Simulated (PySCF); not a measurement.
Predicted microwave data (PBE0-D3(BJ)/def2-SVP geometry optimisation, gas phase in PySCF 2.14.0) for one isomer of C4H6Si:

```
Rotational constants : A = 7439, B = 2516, C = 1923 MHz
Dipole components    : |μa| = 0.37 D, |μb| = 0.41 D, |μc| = 0.00 D
Inertial defect      : -5.94 u·Å²
κ                    : -0.78
```

Problem. Which structure is it? (One computed conformer of each.)
A. `C#C/C=C\[SiH3]`
B. `C#C[SiH]1CC1`
C. `C1=C[SiH2]C=C1`

Solution. A. It is C#C/C=C\[SiH3], an asymmetric top, point group Cs. The candidates at the same level (rigid rotor, commonest isotopes):

```
        SMILES  A (MHz)  B (MHz)  C (MHz)  μa (D)  μb (D)  μc (D)  Δ (u·Å²)  point group                        rotor
C1=C[SiH2]C=C1     6692     4921     2933    0.58    0.00    0.00     -5.91          C2v               asymmetric top
C#C/C=C\[SiH3]     7439     2516     1923    0.37    0.41    0.00     -5.94           Cs               asymmetric top
  C#C[SiH]1CC1    10887     2320     2267    0.23    0.21    0.00    -41.28           Cs  near-prolate asymmetric top
```

`C#C[SiH]1CC1` has A 46 % too high; `C1=C[SiH2]C=C1` has B 96 % too high. In the right answer the mirror of this Cs structure is the ab plane, so μc vanishes by symmetry. No structure here is proved a minimum.
